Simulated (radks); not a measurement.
The numbers below are computed, except where a source is named.
Q: Numerical settings for the tantalum ion Ta5+, [Xe] 4f14. Level of theory: scalar-relativistic Kohn-Sham, r2SCAN, spin-polarised, spherical densities, finite nucleus; meta-GGA in the generalised Kohn-Sham scheme; Fermi nuclear charge, rms radius 5.3507 fm (a radial shooting solver on a logarithmic mesh with Libxc functionals). The defaults (mesh step 0.008 in ln r, mesh end at 40 bohr or more with all orbitals vanishing there, Anderson mixing 0.5 over 9 steps, residual threshold near 1e-9 with the energy settled to 1e-9 hartree or 1e-11 of itself, here a cap of 91 iterations) give E = -15599.229 hartree and 4f at -82.621 eV in 13 iterations. Run on one thread of a shared host, so times are rough (Intel(R) Xeon(R) 6975P-C): 0.18 s of CPU time, 0.18 s wall, 13 iterations on 2189 mesh points. One setting is changed at a time: mesh step in ln r 0.005; mesh step in ln r 0.012; mesh step in ln r 0.08; mesh end (bohr) 8; mesh end (bohr) 400; residual threshold 1e-16; residual threshold 0.01; mixing 1.5; linear mixing, mixing 0.2; linear mixing, mixing 0.8; mixing history 20; iteration cap 3. Which runs fail to converge, and which converge to a wrong energy?

A: Not converged within the cap: mesh step in ln r 0.08; residual threshold 1e-16; linear mixing, mixing 0.8; iteration cap 3. No run marked as converged misses the energy by more than 1 mhartree.
